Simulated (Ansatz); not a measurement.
Geometry optimisation, Ansatz, RKS PBE0/def2-SVP.

The input (input.yaml):

```yaml
crystal:
  periodic: [false, false, false]
  atoms:
    - { symbol: Al, position_ang: [0.315658, 0.505363, -0.314213] }
    - { symbol: Cl, position_ang: [1.959616, -0.884404, 0.109467] }
    - { symbol: O, position_ang: [-0.303807, 0.444833, -1.877936] }
    - { symbol: O, position_ang: [-0.122313, 1.646324, 0.85111] }
    - { symbol: H, position_ang: [-0.101327, -2.328907, 0.86003] }
    - { symbol: F, position_ang: [-0.9577, -2.015469, 0.89048] }
    - { symbol: H, position_ang: [-1.024861, 0.947257, -2.258764] }
    - { symbol: H, position_ang: [0.234735, 1.685003, 1.739825] }
basis:
  gaussian: { orbitals: def2-SVP }
hamiltonian:
  xc: pbe0
relax:
  f_tol: 0.03
  max_steps: 50
```

Launched with:

```bash
$ ansatz run input.yaml --threads 2 --pin off --max-ram 3072MiB --backend cpu --events-out ev --progress --plain --runs-dir out
```

Task: Where does it end, and by what steps?

Result: It converged. After 11 steps the energy has fallen by 0.523 eV; F6 moved furthest, 0.67 Å. Joined: Al1–F6.

| step | energy less start (eV) | largest force component (eV/Å) | accepted |
| --- | --- | --- | --- |
| 0 | 0.0000 | 0.931 | yes |
| 1 | -0.1557 | 0.400 | yes |
| 2 | -0.2865 | 0.430 | yes |
| 3 | -0.4472 | 0.517 | yes |
| 4 | -0.4471 | 1.142 | no |
| 5 | -0.5129 | 0.102 | yes |
| 6 | -0.5184 | 0.174 | yes |
| 7 | -0.5201 | 0.200 | yes |
| 8 | -0.5215 | 0.242 | yes |
| 9 | -0.5230 | 0.070 | yes |
| 10 | -0.5231 | 0.062 | yes |
| 11 | -0.5233 | 0.002 | yes |

```xyz
8
Properties=species:S:1:pos:R:3
Al 0.124 0.177 -0.154
Cl 1.900 -1.027 0.182
O -0.411 0.197 -1.760
O -0.212 1.443 0.922
H 0.051 -1.906 0.654
F -0.789 -1.447 0.584
H -0.935 0.899 -2.146
H 0.271 1.663 1.718
```

Whether the end is a true minimum wasn't checked by a vibrational analysis.

Time of the run: 29 s on 2 threads of Arm Neoverse V1, on a shared host, peak memory 0.18 GiB.
